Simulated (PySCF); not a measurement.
Polarisability and C₆ of Cd (cadmium, neutral)

[Kr] 4d10 5s2, closed-shell 1S. Computed with PySCF 2.14 in aug-cc-pV5Z-PP with ECP28MDF, with scalar relativity through the core potential. Coupled (time-dependent) response in atomic units; α is the mean over directions.

| method | mean α (bohr³) | C₆ (like pair) | S(−4) |
| --- | --- | --- | --- |
| UHF | 63.87 | 615.8 | 2027 |

S(−4) is the Cauchy moment in α(ω) = α(0) + S(−4) ω² + …

Reference α: 46 ± 2 bohr³ (recommended; Schwerdtfeger and Nagle, table of static dipole polarizabilities (2023 update)). Published C₆: 405.0 (Gould and Bucko (2016)).

Hartree-Fock lies above the reference because it lacks correlation, which contracts the outer shell.

α(iu) at UHF:

| u (hartree) | α(iu) (bohr³) |
| --- | --- |
| 0 | 63.87 |
| 0.0500 | 59.22 |
| 0.100 | 48.91 |
| 0.200 | 30.22 |
| 0.300 | 19.84 |
| 0.500 | 11.03 |
| 0.750 | 6.940 |
| 1.00 | 5.020 |
| 1.50 | 3.146 |
| 2.00 | 2.204 |
| 3.00 | 1.263 |
| 5.00 | 0.5653 |

A single London oscillator, α(iu) = α/(1 + u²/ω²), gives C₆ = (3/4) ω α². Matching the computed C₆ needs ω = 4 × 615.8 / (3 × 63.87²) = 0.201 hartree.

Energies and moments cover only the electrons outside the core potential.
